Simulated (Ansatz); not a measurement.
Kohn–Sham single points on C2H7NSi, SMILES `CN1C[SiH2]1`.

```yaml
crystal:
  periodic: [false, false, false]
  atoms:
    - {symbol: C, position_ang: [-0.277494, 1.219663, -0.840191]}
    - {symbol: N, position_ang: [-0.345906, -0.138011, -0.378352]}
    - {symbol: C, position_ang: [-0.513173, -0.437088, 1.057811]}
    - {symbol: Si, position_ang: [0.784475, -1.322363, 0.109847]}
    - {symbol: H, position_ang: [-1.268952, 1.684081, -0.807520]}
    - {symbol: H, position_ang: [0.066945, 1.239144, -1.876566]}
    - {symbol: H, position_ang: [0.403742, 1.844812, -0.242468]}
    - {symbol: H, position_ang: [-0.163034, 0.335303, 1.750177]}
    - {symbol: H, position_ang: [-1.473692, -0.861358, 1.344821]}
    - {symbol: H, position_ang: [2.194656, -0.946635, 0.378610]}
    - {symbol: H, position_ang: [0.657634, -2.674746, -0.475567]}
basis:
  gaussian: {orbitals: def2-TZVPP}
hamiltonian: {xc: {name: r2SCANh}, dispersion: d4}
output: {orbitals: {seedname: orbitals}}
```

```sh
$ ansatz run in.yaml --threads 2 --pin off --events-out ev --progress --plain --max-ram 4352MiB
```

It prints (some lines left out):

```
Functional definition: r2SCANh
1216 factors; their error is unknown
mean field evaluation 1: about -11542.1983 eV, gradient 6.8e1 eV
mean field evaluation 2: about -11509.8211 eV, gradient 1.3e2 eV
mean field evaluation 4: about -11552.8701 eV, gradient 9.4e0 eV
mean field evaluation 8: about -11553.0467 eV, gradient 2.1e-1 eV
mean field evaluation 16: about -11553.0277 eV, gradient 1.2e-4 eV
mean field -11553.02766277 eV, -424.5659356833 hartree, gradient 4.6e-5 eV, S^2 0.000000; 0 other end points of the search recorded, 0 dependent functions left out
reference -11553.02767487 eV, -424.5659361281 hartree; 20, 20 occupied and 213, 213 virtual orbitals, 1216 factors
Total energy: -11553.08112696 eV, -424.5679004563 hartree
```

It took 5 s on 2 threads of an Intel Xeon on a shared host, with 0.51 GiB of host memory at the peak.

Changing it to `hamiltonian: {xc: lda}` (abridged; 1.7 s):

```
Functional definition: SPW92
mean field evaluation 16: about -11491.6915 eV, gradient 6.3e-4 eV
mean field -11491.69154279 eV, -422.3118748492 hartree, gradient 6.0e-5 eV, S^2 0.000000
Total energy: -11491.69158514 eV, -422.3118764057 hartree
```

The same input with `hamiltonian: {xc: {name: revPBE}, dispersion: d4}` (abridged; 2.6 s):

```
Functional definition: revPBE
mean field evaluation 16: about -11553.4408 eV, gradient 1.8e-4 eV
mean field -11553.44079790 eV, -424.5811181195 hartree, gradient 6.0e-5 eV, S^2 0.000000
Total energy: -11554.13027264 eV, -424.6064558488 hartree
```

With the line `hamiltonian: {xc: {name: LC-wPBE}}` (abridged; 3.2 s):

```
Functional definition: LC-wPBE
mean field evaluation 16: about -11551.4495 eV, gradient 1.9e-4 eV
mean field -11551.44945962 eV, -424.5079377872 hartree, gradient 5.0e-5 eV, S^2 0.000000
Total energy: -11551.44945962 eV, -424.5079377875 hartree
```

With the line `hamiltonian: {xc: {name: CAM-B3LYP}, dispersion: d4}` (abridged; 3.9 s):

```
Functional definition: CAM-B3LYP
mean field evaluation 16: about -11554.3845 eV, gradient 4.5e-5 eV
mean field -11554.38454029 eV, -424.6158000127 hartree, gradient 4.5e-5 eV, S^2 0.000000
Total energy: -11554.55935398 eV, -424.6222242973 hartree
```

The same input with `hamiltonian: {xc: {name: BHLYP}, dispersion: d4}` (abridged; 3.3 s):

```
Functional definition: BHLYP
mean field evaluation 16: about -11553.8376 eV, gradient 5.5e-5 eV
mean field -11553.83756144 eV, -424.5956989105 hartree, gradient 5.5e-5 eV, S^2 0.000000
Total energy: -11554.08074457 eV, -424.6046357257 hartree
```
